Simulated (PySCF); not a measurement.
A structure optimised at PBE-D3(BJ)/def2-SVP, used in a PySCF frequency run:

```xyz
7

Al     0.8721     0.5572     0.0307
As    -1.1838    -0.7212    -0.0009
H     -0.4393    -1.8192    -0.7863
H     -1.5804     0.0061    -1.3014
F      0.8719     2.2162    -0.2506
O      2.3395    -0.2276     0.4336
H      3.1854     0.2435     0.5053
```

Question: Write its SMILES and formula.

Answer: [OH][Al]([F])[AsH2], AlAsFH₃O

Question: What are its rotational constants (standard atomic weights)?

Answer: 6.1573, 1.6218, 1.2987 GHz
